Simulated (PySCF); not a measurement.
Computed shifts of a molecule C2H10O2Si2, PBE/pcSseg-1 (PySCF), GIAO, gas phase, atoms alike by connectivity averaged where their shifts nearly agree, in ppm (number of nuclei): ¹³C: 56.5 (1), -4.6 (1). ²⁹Si: -11.5 (1), -77.1 (1). ¹H: 5.31 (1), 4.19 (3), 4.09 (3), 1.96 (1), 0.31 (1), 0.02 (1). References: ¹³C against TMS (σ = 182.0 ppm); ¹⁷O against H2O (σ = 334.3 ppm); ²⁹Si against TMS (σ = 335.4 ppm); ¹H against TMS (σ = 31.49 ppm), references at their B3LYP-D3(BJ)/def2-TZVP geometries, non-relativistic. The structure is a stationary point at B3LYP-D3(BJ)/def2-SVP. The values are those of a single conformer.

### Question
Identify the compound among the candidates.
A. C[Si](C)(O)[SiH2]O
B. OC[SiH]([SiH3])CO
C. CO[Si@@H](O)C[SiH3]
D. CO[SiH2]OC[SiH3]

### Answer
C, CO[Si@@H](O)C[SiH3]
